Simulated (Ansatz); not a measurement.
C₂H₈OSeSn, SMILES `C[O][SnH]([CH3])[SeH]`, relaxed with RKS PBE0-D4/def2-TZVP in the Gaussian-basis code of Ansatz from a GFN2-xTB geometry. The force threshold is 0.005 eV/Å; the program also tests the step.

Total charge 0; spin multiplicity 1. Sn: def2 effective core potential.

Start:

```xyz
13

C    -0.978    1.647    1.471
O    -1.086    0.624    0.528
Sn    0.367    0.021   -0.705
C    -0.318   -1.992   -1.209
Se    2.429    0.203    0.755
H    -1.820    1.537    2.154
H    -0.053    1.580    2.053
H    -1.025    2.634    1.007
H     0.477    1.144   -2.038
H     0.429   -2.501   -1.807
H    -1.250   -1.927   -1.756
H    -0.475   -2.519   -0.274
H     3.305   -0.450   -0.179
```

Problem. By how much does the energy fall, and how many steps does the optimiser take? (Best estimate.)

Solution. Ansatz gave: 3.65 kcal/mol, in 30 steps, 6 of them rejected.

Problem. Which bonds change most? (An estimate is asked.)

Solution. The calculation gave: Sn3–C4 from 2.185 to 2.120 Å; Sn3–H9 from 1.747 to 1.712 Å; O2–Sn3 from 1.998 to 1.967 Å; Se5–H13 from 1.438 to 1.468 Å.

Problem. Give the relaxed structure. (Best estimate.)

Solution. Computed: 
```xyz
13

C    -0.842    1.641    1.363
O    -1.054    0.470    0.619
Sn    0.333   -0.186   -0.611
C    -0.422   -2.067   -1.232
Se    2.488   -0.457    0.697
H    -1.706    1.795    2.017
H     0.052    1.577    1.997
H    -0.744    2.531    0.725
H     0.578    1.017   -1.804
H     0.240   -2.513   -1.973
H    -1.415   -1.927   -1.661
H    -0.494   -2.722   -0.365
H     2.986    0.842    0.227
```
